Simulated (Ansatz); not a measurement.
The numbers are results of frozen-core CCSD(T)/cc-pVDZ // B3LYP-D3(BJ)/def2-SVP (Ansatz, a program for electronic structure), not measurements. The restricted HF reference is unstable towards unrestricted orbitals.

Ansatz 0.2 input:
```yaml
crystal:
  periodic: [false, false, false]
  atoms:
    - { symbol: C, position_ang: [3.583415, -0.658218, -0.492293] }
    - { symbol: C, position_ang: [2.193888, -0.11044, -0.417014] }
    - { symbol: C, position_ang: [1.069285, -0.720168, 0.060092] }
    - { symbol: C, position_ang: [-0.116939, 0.096399, -0.013544] }
    - { symbol: C, position_ang: [-1.443065, -0.211862, 0.38673] }
    - { symbol: Si, position_ang: [-1.879605, -1.878683, 1.137122] }
    - { symbol: C, position_ang: [-2.425938, 0.768246, 0.205763] }
    - { symbol: C, position_ang: [-2.128181, 2.024602, -0.353263] }
    - { symbol: C, position_ang: [-0.830666, 2.336574, -0.748999] }
    - { symbol: C, position_ang: [0.165842, 1.369822, -0.576179] }
    - { symbol: S, position_ang: [1.861096, 1.519903, -0.991435] }
    - { symbol: H, position_ang: [3.607933, -1.682207, -0.092727] }
    - { symbol: H, position_ang: [4.292296, -0.045822, 0.089376] }
    - { symbol: H, position_ang: [3.952009, -0.686308, -1.531153] }
    - { symbol: H, position_ang: [1.083044, -1.736233, 0.458766] }
    - { symbol: H, position_ang: [-1.105281, -2.126326, 2.390122] }
    - { symbol: H, position_ang: [-3.337023, -1.898028, 1.450715] }
    - { symbol: H, position_ang: [-1.566205, -2.994074, 0.194466] }
    - { symbol: H, position_ang: [-3.456415, 0.559067, 0.504808] }
    - { symbol: H, position_ang: [-2.923547, 2.763022, -0.478085] }
    - { symbol: H, position_ang: [-0.595939, 3.310734, -1.183266] }
basis:
  gaussian: { orbitals: cc-pVDZ }
correlation:
  method: ccsd_t
```

Output:

```
Functional definition: HF
1994 factors; integrals over basis functions are off by at most 1.2e-3 eV
mean field evaluation 1: about -28106.7451 eV, gradient 3.9e1 eV
mean field evaluation 2: about -28107.2297 eV, gradient 3.9e1 eV
mean field evaluation 4: about -28112.5693 eV, gradient 7.0e0 eV
mean field evaluation 8: about -28112.7372 eV, gradient 4.7e-1 eV
mean field evaluation 16: about -28106.7444 eV, gradient 3.9e1 eV
mean field -28112.73894246 eV, -1033.1241006364 hartree, gradient 1.5e-6 eV, S^2 0.000000; 0 other end points of the search recorded, 0 dependent functions left out; unrestricted orbitals would lower it
19 core orbitals not correlated
reference -28112.73894246 eV, -1033.1241006364 hartree; 28, 28 occupied and 165, 165 virtual orbitals, 1994 factors
second order -38.71153509 eV of doubles, -0.00000000 eV of singles
cycle   1  -39.14964951 eV  change   -4.4e-1 eV  update   1.7e-1
cycle   2  -40.38130609 eV  change    -1.2e0 eV  update   5.3e-2
cycle   3  -40.65925980 eV  change   -2.8e-1 eV  update   2.4e-2
cycle   4  -40.65764350 eV  change    1.6e-3 eV  update   6.9e-3
cycle   5  -40.65932445 eV  change   -1.7e-3 eV  update   3.6e-3
cycle   6  -40.66029504 eV  change   -9.7e-4 eV  update   1.1e-3
cycle   7  -40.65952511 eV  change    7.7e-4 eV  update   5.5e-4
cycle   8  -40.65948317 eV  change    4.2e-5 eV  update   2.5e-4
cycle   9  -40.65953059 eV  change   -4.7e-5 eV  update   1.0e-4
cycle  10  -40.65947054 eV  change    6.0e-5 eV  update   4.0e-5
perturbative correction -1.84390669 eV, -0.0677623210 hartree
Total energy: -28155.24231969 eV, -1034.6860709399 hartree
```

Cost: about 16 core-minutes (a rough figure).
